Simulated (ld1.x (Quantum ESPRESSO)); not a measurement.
**thallium (Tl) TM: all-electron and pseudo phase curves**

Tl (Z = 81), norm-conserving Troullier–Martins (Kleinman–Bylander form), made with ld1.x (Quantum ESPRESSO) 7.5 (LDA (PZ), fully relativistic). Core [Xe] 4f14, reference 5d10 6s1.5 6p1.5. Waves: 6p (bound): rc 2.65 bohr; 5d (bound): rc 2.10 bohr; 6s (bound): rc 1.55 bohr. Local part: the s channel. Core correction: Bessel-smoothed model core inside 0.95 bohr.

Open shells are filled in proportion to 2j + 1 (rel_dist='average').

The phase is arctan(r·u′/u) with u = r·R(r), unwrapped; energies in Ry, scanned from -3 to 5 Ry. A pole is an energy at which the radial function vanishes at the test radius. The pseudo phase is shifted by a multiple of π to meet the all-electron one at the reference energy, and phase errors are pseudo minus all-electron; the curves can meet again beyond the range given. Levels narrower than the energy grid can be missing from the lists of poles.

```json
{"channel": "s", "radius (bohr)": "2.89", "reference energy (Ry)": "-0.77", "poles, all-electron": "0.16", "poles, pseudo": "0.08, 1.41", "unbroken range about the reference energy with phases within 0.05 rad": "below 0.5", "phase error 1 Ry above the reference energy (rad)": "-0.025"}
{"channel": "p1/2", "radius (bohr)": "2.89", "reference energy (Ry)": "-0.28", "poles, all-electron": "1.21", "poles, pseudo": "1.21", "unbroken range about the reference energy with phases within 0.05 rad": "below 3.8", "phase error 1 Ry above the reference energy (rad)": "-0.001"}
{"channel": "p3/2", "radius (bohr)": "2.89", "reference energy (Ry)": "-0.20", "poles, all-electron": "1.74", "poles, pseudo": "1.66", "unbroken range about the reference energy with phases within 0.05 rad": "below 3.3", "phase error 1 Ry above the reference energy (rad)": "-0.006"}
{"channel": "d3/2", "radius (bohr)": "2.89", "reference energy (Ry)": "-1.31", "poles, all-electron": "-1.22, 3.88", "poles, pseudo": "-1.22, 4.29", "unbroken range about the reference energy with phases within 0.05 rad": "below 0.8", "phase error 1 Ry above the reference energy (rad)": "+0.004"}
{"channel": "d5/2", "radius (bohr)": "2.89", "reference energy (Ry)": "-1.15", "poles, all-electron": "-1.03, 4.04", "poles, pseudo": "-1.03, 4.43", "unbroken range about the reference energy with phases within 0.05 rad": "below 0.9", "phase error 1 Ry above the reference energy (rad)": "+0.004"}
```

Phases in the s channel:

| E (Ry) | all-electron | pseudo |
| --- | --- | --- |
| -3.00 | 1.319 | 1.318 |
| -2.52 | 1.276 | 1.274 |
| -2.04 | 1.198 | 1.194 |
| -1.56 | 1.008 | 1.003 |
| -1.08 | 0.136 | 0.128 |
| -0.60 | -1.212 | -1.214 |
| -0.12 | -1.498 | -1.508 |
| 0.36 | -1.609 | -1.644 |
| 0.84 | -1.682 | -1.934 |
| 1.32 | -1.750 | -4.675 |
| 1.80 | -1.834 | -4.806 |
| 2.28 | -1.974 | -4.883 |
| 2.76 | -2.303 | -4.969 |
| 3.24 | -3.274 | -5.110 |
| 3.72 | -4.125 | -5.434 |
| 4.20 | -4.402 | -6.367 |
| 4.68 | -4.521 | -7.226 |
